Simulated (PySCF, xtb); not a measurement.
C2H4FNSi, SMILES F[C@@H]1N=C[SiH2]1.

Harmonic wavenumbers (cm⁻¹) from xtb with GFN2-xTB at its own minimum, in rising order: 160, 254, 396, 434, 539, 568, 582, 660, 731, 792, 854, 989, 1063, 1113, 1203, 1273, 1620, 2295, 2334, 2912, 3049.

What does TPSSh-D3(BJ)/def2-SVP (PySCF) give at its own minimum? (An estimate is asked for; the answer gives what the named calculation found.)

170, 271, 415, 541, 559, 623, 681, 776, 816, 908, 961, 989, 1129, 1189, 1283, 1344, 1594, 2232, 2268, 3052, 3136. Paired by order, the mean absolute difference is 68 cm⁻¹ and the zero-point energies are 34.0 and 35.6 kcal/mol.
